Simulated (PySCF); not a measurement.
# Indirect couplings

Cartesian coordinates in Å; atom numbers follow the order of the lines, from 1:
```xyz
17

Ge   -0.0008    0.0021   -0.1320
Ge   -0.0107   -0.0279    2.2966
H     0.7513    1.1817    2.8798
H     0.6551   -1.3056    2.8517
H    -1.4495    0.0215    2.8548
C     1.8464    0.0161   -0.7852
H     1.8539    0.0163   -1.8862
H     2.3914   -0.8735   -0.4363
H     2.3818    0.9107   -0.4348
C    -0.9279    1.6062   -0.7725
H    -0.9207    1.6310   -1.8731
H    -0.4349    2.5167   -0.4013
H    -1.9739    1.6154   -0.4326
C    -0.9130   -1.5930   -0.8140
H    -1.9557   -1.6266   -0.4656
H    -0.4053   -2.5077   -0.4743
H    -0.9160   -1.5839   -1.9149
```

Method: PBE/pcJ-1 (pcSseg-1 on Ge) (without the spin–dipole term)//PBE0-D3(BJ)/def2-SVP, PySCF 2.14.0 with density-fitted response routines; isolated molecule, single conformer, non-relativistic. Couplings are averaged over pairs made equivalent by symmetry, fast rotation or ring inversion, so a value needn't be that of the named pair in this geometry, while other rotamers aren't included; one pair stands for each set, and the list holds those of at least 1.5 Hz over up to four bonds.

Isotopes: $^{13}$C, $^{1}$H.

| pair | bonds | J (Hz) |
| --- | --- | --- |
| C6, H7 | 1 | ? |
| C6, C10 | 2 | 2.1 |
| H7, H8 | 2 | ? |
| H3, C6 | 3 | 1.8 |
| C6, H11 | 3 | 2.2 |

Estimate the withheld couplings, with signs.

Results:


- $^{1}J$(C6,H7) = 123.7 Hz (bond length 1.101 Å)
- $^{2}J$(H7,H8) = -11.5 Hz

Relativistic effects of the heavier atoms present are left out.
